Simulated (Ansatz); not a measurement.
`FC1=N[SiH2]S1` + H₂O → `OC1=N[SiH2]S1` + H–F at 500 K and 1 bar (formal hydrolysis of a C–F bond).

Gas-phase electronic energies from Ansatz, PBE0-D4/def2-TZVP geometries. CCSD(T)/CBS adds triple-zeta CCSD(T) − MP2 to the extrapolated MP2 energy (def2 sets, frozen cores). This one scheme is used for every species. One conformer a species, not always the lowest.

```json
{"species": "`FC1=N[SiH2]S1`", "CCSD(T)/CBS energy (Eh)": "-880.60461", "H − E (kJ/mol)": "119.6", "S (J/(mol·K))": "357.1"}
{"species": "H₂O", "CCSD(T)/CBS energy (Eh)": "-76.37941", "H − E (kJ/mol)": "73.2", "S (J/(mol·K))": "206.3"}
{"species": "`OC1=N[SiH2]S1`", "CCSD(T)/CBS energy (Eh)": "-856.60165", "H − E (kJ/mol)": "155.1", "S (J/(mol·K))": "363.1"}
{"species": "H–F", "CCSD(T)/CBS energy (Eh)": "-100.39570", "H − E (kJ/mol)": "39.4", "S (J/(mol·K))": "188.7"}
```

H − E and S are ideal-gas, rigid-rotor, harmonic terms from PBE0-D4/def2-TZVP, for one conformer and one mirror image of each species. 1 Eh = 2625.50 kJ/mol, R = 8.31446 J/(mol·K).

Question: By hand: ΔE, ΔH, ΔS and ΔG.

Answer: ΔE = (-856.60165) + (-100.39570) − (-880.60461) − (-76.37941) = -0.01333 Eh = -35.0 kJ/mol. Δ(H − E) = 155.1 + 39.4 − 119.6 − 73.2 = 1.7, so ΔH = -33.3 kJ/mol. ΔS = 363.1 + 188.7 − 357.1 − 206.3 = -11.6 J/(mol·K). ΔG = -33.3 − 500 × (-11.6)/1000 = -27.5 kJ/mol.

Question: By hand: the equilibrium constant, and the temperature at which ΔG would vanish if ΔH and ΔS stayed fixed.

Answer: log₁₀ K = −ΔG/(RT ln 10) = 2.9. ΔG = 0 at ΔH/ΔS = 2871 K, far beyond where these terms or the molecules hold.

The number of gas molecules stays the same, so ΔS is small and ΔH decides. A doubt of 5 kJ/mol in ΔE shifts log₁₀ K by 0.5 here. Other conformers and mirror images would add mixing entropy, several J/(mol·K) or more a flexible species. These are equilibria of isolated gas molecules and say nothing of rates. Largest T1 diagnostic: 0.015 (customary marks: 0.02 for closed shells, 0.045 for open ones).
